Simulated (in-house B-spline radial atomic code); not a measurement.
Successive ionisation energies of thallium; each step leads to the configuration of the next row (after the last: bare). Dirac energy differences include first-order Breit, QED and recoil terms. NIST's values go from ground level to ground level; the uncertainty of those that are theory runs from under 0.1 % in few-electron ions to several per cent in heavy many-electron ones. Computed with a radial B-spline atomic code at the basis-set limit: Dirac-Hartree-Fock, jj configuration that fills j = l - 1/2 first, finite nuclei.

A number in brackets counts the electrons of a j subshell.

```
  ion               configuration  ionisation energy (eV)  tabulated value (eV)  computed minus tabulated (eV)  highest orbital  largest mean radius (bohr)
Tl60+               [Ar] 3d3/2(3)                  6396.4                  6392                              4            3d3/2                     0.17172
Tl61+               [Ar] 3d3/2(2)                  6554.5                  6560                             -5            3d3/2                     0.17078
Tl62+               [Ar] 3d3/2(1)                  6714.3                  6714                              0            3d3/2                     0.16984
Tl63+                [Ne] 3s2 3p6                  7146.0                  7146                              0            3p3/2                     0.16892
Tl64+  [Ne] 3s2 3p1/2(2) 3p3/2(3)                  7284.7                  7281                              4            3p3/2                     0.16811
Tl65+  [Ne] 3s2 3p1/2(2) 3p3/2(2)                  7424.3                  7430                             -6            3p3/2                     0.16736
Tl66+  [Ne] 3s2 3p1/2(2) 3p3/2(1)                       ?                     ?                              ?                ?                           ?
Tl67+           [Ne] 3s2 3p1/2(2)                  8258.5                  8260                             -2            3p1/2                     0.16381
Tl68+           [Ne] 3s2 3p1/2(1)                  8418.2                  8420                             -2            3p1/2                     0.16323
Tl69+                    [Ne] 3s2                  8729.9                  8730                              0            3s1/2                     0.16265
Tl70+                    [Ne] 3s1                  8880.3                  8880                              0            3s1/2                     0.16201
Tl71+                [He] 2s2 2p6                 19068.9                 19070                             -1            2p3/2                    0.066976
Tl72+  [He] 2s2 2p1/2(2) 2p3/2(3)                 19447.2                 19440                              7            2p3/2                    0.066722
Tl73+  [He] 2s2 2p1/2(2) 2p3/2(2)                 19828.8                 19840                            -11            2p3/2                    0.066469
Tl74+  [He] 2s2 2p1/2(2) 2p3/2(1)                       ?                     ?                              ?                ?                           ?
Tl75+           [He] 2s2 2p1/2(2)                 22784.0                 22780                              4            2p1/2                    0.065966
Tl76+           [He] 2s2 2p1/2(1)                       ?                     ?                              ?                ?                           ?
Tl77+                    [He] 2s2                 23851.1                 23850                              1            2s1/2                    0.065376
Tl78+                    [He] 2s1                 24233.5               24234.1                             -1            2s1/2                    0.065112
Tl79+                         1s2                 96777.2               96783.2                             -6            1s1/2                    0.016234
Tl80+                         1s1                 98591.4              98592.12                             -1            1s1/2                    0.016143
```

Question: Fill in the row of Tl66+.

Answer: ionisation energy (eV): 7564.9; tabulated value (eV): 7570; computed minus tabulated (eV): -5; highest orbital: 3p3/2; largest mean radius (bohr): 0.16662.

Question: Fill in the row of Tl74+.

Answer: ionisation energy (eV): 20213.7; tabulated value (eV): 20210; computed minus tabulated (eV): 4; highest orbital: 2p3/2; largest mean radius (bohr): 0.066217.

Question: Fill in the row of Tl76+.

Answer: ionisation energy (eV): 23254.7; tabulated value (eV): 23250; computed minus tabulated (eV): 5; highest orbital: 2p1/2; largest mean radius (bohr): 0.06567.

Question: Where is the largest jump?

Answer: From Tl78+ to Tl79+, by a factor of 3.99 (24233 to 96777 eV); the highest orbital goes from 2s1/2 to 1s1/2.
